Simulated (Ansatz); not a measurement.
Consider the isomerisation: `CCB(N)N` → `BNCCN`.

Gas-phase electronic energies from Ansatz, PBE0-D4/def2-TZVP geometries. CBS: MP2 limit from def2 TZ/QZ plus the TZ coupled-cluster correction, frozen cores. Functionals use def2-TZVPP. B3LYP here is the variant with VWN-RPA as its local correlation; programs differ in this. One conformer a species, not always the lowest.

| level | ΔE (eV) | difference from CCSD(T)/CBS |
| --- | --- | --- |
| PBE-D4 | 2.12 | -0.04 |
| PBE0-D4 | 2.16 | 0.00 |
| B3LYP-D4 | 2.15 | -0.01 |
| ωB97M-V | 2.17 | 0.01 |
| B2PLYP | 2.16 | 0.00 |
| r2SCAN | 2.22 | 0.06 |
| PBE0 | 2.16 | 0.00 |
| B3LYP | 2.14 | -0.02 |
| HF/def2-TZVPP | 2.14 | -0.02 |
| SCS-MP2/def2-TZVPP | 2.12 | -0.04 |
| CCSD/def2-TZVPP | 2.14 | -0.02 |
| CCSD(T)/def2-TZVPP | 2.12 | -0.04 |
| HF/def2-QZVPP | 2.15 | -0.01 |
| MP2/def2-QZVPP | 2.22 | 0.06 |
| SCS-MP2/def2-QZVPP | 2.15 | -0.01 |
| MP2/CBS(def2) | 2.23 | 0.07 |
| CCSD(T)/CBS | 2.16 | 0 |

Largest T1 diagnostic among the species: 0.011.

From PBE to PBE0 (25 % exact exchange), in def2-TZVPP and without D4, ΔE moves by +0.04 eV.
